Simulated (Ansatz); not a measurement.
CH6InNO can be A, `C[NH][InH][OH]`, or B, `[CH3][In]([NH2])[OH]`.

Calculated with Ansatz (gas phase, PBE0-D4/def2-TZVP geometries, no zero-point term in ΔE). CCSD(T)/CBS is the MP2 limit (def2-TZVPP, def2-QZVPP) plus CCSD(T) − MP2 in def2-TZVPP, frozen cores. Functionals use def2-TZVPP. B3LYP here is the variant with VWN-RPA as its local correlation; programs differ in this. Elements past krypton have def2 core potentials. For In outer-core shells are correlated without core-valence functions, which leaves a few kJ/mol of doubt a bond. Each species was taken in one conformer, which may not be the lowest.

A:

```xyz
10

C    -0.103   -0.257    1.418
N    -0.724    0.474    0.341
In   -0.175    0.512   -1.587
O     1.410   -0.637   -1.940
H    -0.793   -0.959    1.904
H     0.734   -0.852    1.041
H     0.304    0.400    2.198
H    -1.509    1.027    0.642
H    -0.891    1.369   -2.859
H     1.746   -1.076   -1.156
```

B:

```xyz
10

C     1.349   -0.107    1.355
In   -0.290    0.008    0.003
N    -0.334   -0.074   -2.016
O    -2.126    0.051    0.789
H     0.976   -0.361    2.347
H     2.059   -0.866    1.027
H     1.861    0.854    1.401
H    -1.158    0.257   -2.496
H     0.487    0.188   -2.541
H    -2.824    0.051    0.131
```

Problem. Which isomer does CCSD(T)/CBS put lower? Give the gap. (Estimate.)

Solution. Ansatz gave: B, by 74.2 kJ/mol.

Problem. Give E(B) − E(A) in kJ/mol with MP2/def2-TZVPP, B3LYP-D4, B2PLYP, CCSD/def2-TZVPP, r2SCAN-D4, ωB97M-V, B3LYP. (Best estimate.)

Solution. Ansatz gave: MP2/def2-TZVPP -78.7, B3LYP-D4 -65.4, B2PLYP -70.9, CCSD/def2-TZVPP -70.2, r2SCAN-D4 -68.5, ωB97M-V -68.3, B3LYP -67.7. None reverses the order clearly.

Largest T1 diagnostic: 0.016.

In def2-TZVPP, CCSD(T) changes the Hartree–Fock value by −10.5 kJ/mol (the triples alone add −1.0 kJ/mol) and MP2 by −18.1 kJ/mol.
